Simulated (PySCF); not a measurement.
## Vertical excitation energies

Species: C5H12GeSi.
Structure used (PBE0-D3(BJ)/def2-SVP), in Å, numbered top down from 1:
```
atom  x, y, z in Å
C1    -1.620    1.362   -0.597
C2    -1.808   -0.141   -0.421
C3    -1.958   -0.536    1.045
Ge4   -0.323   -1.125   -1.255
C5     1.280   -0.615   -0.348
C6     2.268   -0.238    0.270
Si7    3.746    0.330    1.192
H8    -0.700    1.707   -0.098
H9    -2.464    1.917   -0.153
H10   -1.552    1.651   -1.657
H11   -2.710   -0.459   -0.974
H12   -2.117   -1.619    1.171
H13   -2.818   -0.020    1.503
H14   -1.061   -0.260    1.623
H15   -0.489   -2.648   -1.102
H16   -0.157   -0.760   -2.741
H17    4.717    0.962    0.251
H18    3.337    1.330    2.221
H19    4.398   -0.830    1.867
```

The calculation used TDDFT CAM-B3LYP/def2-SVPD, vertical, gas phase, core orbitals frozen in the response (PySCF 2.14.0, density-fitted response routines). The CAM-B3LYP/def2-SVPD calculation is non-relativistic and has no spin–orbit coupling, an omission that weighs most on germanium.

What does the calculation give for the low-lying excited states?

```json
{"state": "S1", "E (eV)": "5.60", "E (kJ/mol)": "540", "λ (nm)": "221.4", "f": "0.0000", "main configurations (H = HOMO, L = LUMO)": "H-1→L (42%), H→L+1 (32%), H-2→L+1 (10%)"}
{"state": "S2", "E (eV)": "5.84", "E (kJ/mol)": "563", "λ (nm)": "212.3", "f": "0.0013", "main configurations (H = HOMO, L = LUMO)": "H-1→L+1 (44%), H→L (35%), H-2→L (8%)"}
{"state": "S3", "E (eV)": "5.84", "E (kJ/mol)": "564", "λ (nm)": "212.2", "f": "0.0000", "main configurations (H = HOMO, L = LUMO)": "H→L+1 (40%), H-1→L (36%), H-2→L+1 (11%)"}
{"state": "S4", "E (eV)": "7.23", "E (kJ/mol)": "697", "λ (nm)": "171.6", "f": "0.240", "main configurations (H = HOMO, L = LUMO)": "H→L (45%), H→L+2 (22%), H-2→L (16%)"}
{"state": "S5", "E (eV)": "7.42", "E (kJ/mol)": "716", "λ (nm)": "167.0", "f": "0.164", "main configurations (H = HOMO, L = LUMO)": "H→L+2 (56%), H-2→L (11%)"}
{"state": "S6", "E (eV)": "7.44", "E (kJ/mol)": "718", "λ (nm)": "166.5", "f": "0.0000", "main configurations (H = HOMO, L = LUMO)": "H-1→L+2 (79%)"}
{"state": "S7", "E (eV)": "7.65", "E (kJ/mol)": "738", "λ (nm)": "162.2", "f": "0.0084", "main configurations (H = HOMO, L = LUMO)": "H-2→L+1 (69%), H→L+1 (21%)"}
{"state": "S8", "E (eV)": "7.87", "E (kJ/mol)": "759", "λ (nm)": "157.6", "f": "0.150", "main configurations (H = HOMO, L = LUMO)": "H→L+3 (47%), H→L+6 (14%)"}
{"state": "S9", "E (eV)": "7.98", "E (kJ/mol)": "770", "λ (nm)": "155.4", "f": "0.630", "main configurations (H = HOMO, L = LUMO)": "H→L+6 (22%), H-2→L (18%), H-1→L+1 (15%)"}
```

Triplets (Tamm–Dancoff): T1 4.63 eV, H-1→L+1 (41%), H→L (27%), H-2→L (10%); T2 5.05 eV, H-1→L+1 (45%), H→L (27%), H-2→L (9%); T3 5.06 eV, H-1→L (38%), H→L+1 (31%), H-2→L+1 (11%); T4 5.63 eV, H→L+1 (38%), H-1→L (37%), H-2→L+1 (11%).

The lowest singlet lies at 5.60 eV (221 nm, ultraviolet) and is dark (f under 0.0005); its leading configuration is HOMO-1→LUMO (42%). The most intense listed level is S9 at 7.98 eV (155 nm, f = 0.630), 2.38 eV above S1. It is the last of those listed, so stronger ones may follow. S2/S3 lie within about 0.01 eV of each other. Löwdin shares by element: HOMO carbon 62% or more, germanium 11% (atoms not listed hold the other 26%); LUMO carbon 40% or more, germanium 16%, silicon 12% (atoms not listed hold the other 31%). The oscillator strengths of these states sum to 1.193; summed over the whole spectrum of an exact calculation they would give the number of electrons, 88 (Thomas–Reiche–Kuhn). Weighted by f, the mean energy of these states is 7.73 eV. Of the 9 states listed, 4 reach f = 0.01 and 3 stay under 0.0005. The vertical ionisation energy (ΔSCF) is 9.62 eV, 1.64 eV above S9. Orbitals of the list HOMO-3 to LUMO+2 that lie within 0.01 eV of each other are written together with a slash and their weights summed (≥ marks a lower bound); for degenerate orbitals outside that list single weights are arbitrary. The window holds the lowest 10 singlets. The highest level found (8.14 eV, f 0.015 so far) is left out, since the window may have cut off a degenerate partner.

One conformer stands for the species.
